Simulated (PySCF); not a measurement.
## Calculated NMR parameters of CN(C)[C@H]1C[C@H]2C[C@H]2C1

| Quantity | Value |
| --- | --- |
| Formula | C8H15N |
| SMILES | CN(C)[C@H]1C[C@H]2C[C@H]2C1 |
| InChI | InChI=1S/C8H15N/c1-9(2)8-4-6-3-7(6)5-8/h6-8H,3-5H2,1-2H3/t6-,7+,8+ |
| Point group of the computed structure | Cs |
| Degrees of unsaturation | 2 |
| Carbon signals | 5 |
| Proton signals | 7 |

Mapped SMILES: `[CH3:1][N:2]([CH3:3])[C@H:4]1[CH2:5][C@H:6]2[CH2:7][C@H:8]2[CH2:9]1`. Each H is labelled by its parent atom. Ha(C7) is cis to C5 on the ring; Ha(C5), Ha(C9) are cis to N2 on the ring; Hb(C7) is trans to C5 on the ring; Hb(C5), Hb(C9) are trans to N2 on the ring.

One averaged value for each set of equivalent atoms, one conformer, relativity neglected, in vacuum. Coordinates at the GFN2-xTB level; PBE0/pcSseg-1 with gauge-including orbitals; PySCF.

Referencing at the same level of theory: TMS for 1H (31.72 ppm) and 13C (186.93 ppm); 15N (267.73 ppm) vs NH3.

```tsv
carbon	δC, type	δH (multiplicity)	HMBC from (2–3 bonds)	span of the C tensor (ppm)
C1/C3	47.3, CH3	2.07 (s)	H(C4), H(C1)/H(C3)	70
C4	79.4, CH	2.55 (m)	Hb(C5)/Hb(C9), H(C1)/H(C3), H(C6)/H(C8), Ha(C5)/Ha(C9)	97
C5/C9	41.8, CH2	Ha(C5) 1.25 (m); Hb(C5) 2.20 (m)	H(C4), Hb(C5)/Hb(C9), H(C6)/H(C8), Ha(C5)/Ha(C9), Hb(C7), Ha(C7)	45
C6/C8	21.3, CH	1.30 (m)	H(C4), Hb(C5)/Hb(C9), H(C6)/H(C8), Ha(C5)/Ha(C9), Hb(C7), Ha(C7)	95
C7	24.9, CH2	Hb(C7) 0.94 (m); Ha(C7) -0.10 (m)	Hb(C5)/Hb(C9), H(C6)/H(C8), Ha(C5)/Ha(C9)	60
```

Other nuclei:
| atoms | nucleus | environment | δ (ppm) | σ (ppm) |
| --- | --- | --- | --- | --- |
| N2 | 15N | amine nitrogen | 61.5 | 206.2 |

- Carbon types of the structure: 3 × CH, 3 × CH2, 2 × CH3, which accounts for all hydrogens.
- δC 79.4: sp3 CH bonded to N; pulled downfield by the heteroatom.
- δC 47.3: methyl carbon bonded to N; the inductive effect lowers its shielding.
- δC 41.8: sp3 CH2 in a ring; saturated and bonded to C and H only.
- δC 24.9, 21.3: three-membered-ring carbon; carbons of three-membered rings are unusually shielded.
- δH 1.30, 0.94, -0.10: hydrogen on a three-membered-ring carbon; cyclopropane-type protons are shielded by the ring.

Shifts are as computed. Against solution values, carbons near 30 ppm lie about +3 ppm off and those near 130 ppm about +5 ppm. Of 1211 compounds with measured shifts, 218 miss one by over three times the rms of a fit or turn the order of signals round; such compounds aren't used in these exercises. Experimental scales use liquid or dissolved standards, which lie at an offset from isolated NH3 (liquid NH3: subtract about 20 ppm). Multiplicities follow the n + 1 count of equivalent neighbours, as no J values were calculated; m marks all less simple cases, F and P coupling included.
